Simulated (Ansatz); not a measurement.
Cost and result for the atomization energy of CH3OSbZn (7 atoms, 5 bonds).

```
atom   x (Å)   y (Å)   z (Å)
  O1   1.353   1.440   0.442
 Sb2   1.407  -0.455  -0.087
  C3  -0.456  -0.847   0.351
 Zn4  -2.529  -0.060  -2.002
  H5   2.192   1.875   0.270
  H6  -0.855  -1.847   0.226
  H7  -1.112  -0.107   0.799
```

The species carries charge 0 and has multiplicity 1. For Zn the d shell is correlated and the shells below it are frozen. Correlated methods include outer-core shells of Sb, which these sets cover unevenly. Scalar relativity is left out up to krypton. Sb takes the def2 core potential. The bonds changed during the relaxation, so this is another structure than the one it started from. The structure was optimised at the PBE0-D4/def2-TZVP level. It is one conformer, not always the lowest. Program: Ansatz. All runs use 4 threads of an Intel Xeon 6975P-C on a shared host. Times are those of one run each, without the atoms' runs, and a repeat can differ threefold. Electronic energies, without spin–orbit coupling; frozen cores. CCSD(T)/CBS adds CCSD(T) − MP2 in def2-TZVPP to the MP2 limit, and its time is that of the two runs behind it. T1 = 0.016; the RHF reference is unstable towards UHF. With those shells the extrapolation isn't a true limit. HSE06 is the plane-wave form, built on full-range PBE exchange.

CCSD(T)/CBS is a level of theory with its own doubt, some kJ/mol a heavy atom from the limit and from the frozen cores, so smaller differences don't rank the functionals.

```
                          level  functions  atomization (kJ/mol)  difference from CCSD(T)/CBS  per bond
               CCSD(T)/def2-SVP        100                1753.3                       -219.2     -43.8
                 MP2/def2-QZVPP        386                1973.7                          1.2       0.2
             CCSD(T)/def2-TZVPP        218                1890.7                        -81.8     -16.4
         LDA (SPW92)/def2-TZVPP        218                2318.3                        345.8      69.2
PBE-D4/def2-TZVPP (with forces)        218                2025.0                         52.5      10.5
            BHLYP-D4/def2-TZVPP        218                1851.3                       -121.2     -24.2
            HSE06-D4/def2-TZVPP        218                1939.0                        -33.5      -6.7
            PBE-QIDH/def2-TZVPP        218                1901.4                        -71.1     -14.2
              CCSD(T)/CBS(def2)          –                1972.5                          0.0       0.0
             PBE0-D4/def2-TZVPP        218                1938.4                        -34.1      -6.8
              B2PLYP/def2-TZVPP        218                1929.8                        -42.7      -8.5
        CAM-B3LYP-D4/def2-TZVPP        218                1952.3                        -20.2      -4.0
          r2SCANh-D4/def2-TZVPP        218                1922.9                        -49.6      -9.9
```

Question: Order the runs by time, with rough figures. (An estimate is asked.)

Answer: The calculation gave: LDA (SPW92)/def2-TZVPP 0.7 s; PBE-D4/def2-TZVPP (with forces) 1.2 s; PBE0-D4/def2-TZVPP 1.4 s; BHLYP-D4/def2-TZVPP 1.6 s; HSE06-D4/def2-TZVPP 1.7 s; CAM-B3LYP-D4/def2-TZVPP 1.8 s; r2SCANh-D4/def2-TZVPP 2.2 s; PBE-QIDH/def2-TZVPP 2.5 s; B2PLYP/def2-TZVPP 2.6 s; CCSD(T)/def2-SVP 3.1 s; MP2/def2-QZVPP 13 s; CCSD(T)/def2-TZVPP 42 s; CCSD(T)/CBS(def2) 55 s.

From BLYP to BHLYP (50 % exact exchange), in def2-TZVPP and without D4, the atomization energy moves by −136.2 kJ/mol: exact exchange takes away binding that semilocal exchange gives to molecules. Leaving LDA and LC-ωPBE aside and taking each functional with its dispersion term where it has one, the values spread over 173.7 kJ/mol, from BHLYP-D4 to PBE-D4. LDA lies +311.5 kJ/mol from PBE without D4, its usual overbinding. At CCSD(T), def2-SVP lies −219.2 kJ/mol from the extrapolated value and def2-TZVPP −81.8 kJ/mol: correlation converges slowly with the basis, and small sets miss more of it in the bonded molecule than in its fragments.
